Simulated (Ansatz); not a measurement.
Cartesian coordinates (Å):
SMILES: C[SiH2]N[SiH3]
```xyz
13

C     -2.0216     0.3666     0.0889
Si    -0.6894    -0.9124    -0.1747
N      0.8143    -0.2367    -0.7047
Si     1.9593     0.6301     0.2453
H     -2.2333     0.9103    -0.8348
H     -1.7159     1.0922     0.8473
H     -2.9476    -0.1051     0.4293
H     -1.1180    -1.8821    -1.2204
H     -0.4722    -1.6398     1.1063
H      1.0264    -0.3576    -1.6839
H      2.1762     2.0166    -0.2540
H      3.2899    -0.0373     0.2828
H      1.4050     0.6942     1.6231
```
Charge 0, spin multiplicity 1.

Computed with frozen-core CCSD(T)/cc-pVTZ // PBE0-D4/def2-TZVP run with Ansatz (a first-principles code).

- HF energy: -675.54617 Ha
- MP2 correlation energy: -0.64811 Ha

**Question.** Estimate the CCSD correlation energy, the (T) correction, the total energy and the T1 diagnostic.

**Answer.** 
The CCSD correlation energy comes out as -0.70616 Ha. The (T) correction comes out as -0.02505 Ha, the CCSD(T) total energy comes out as -676.27738 Ha and the T1 diagnostic is 0.010.
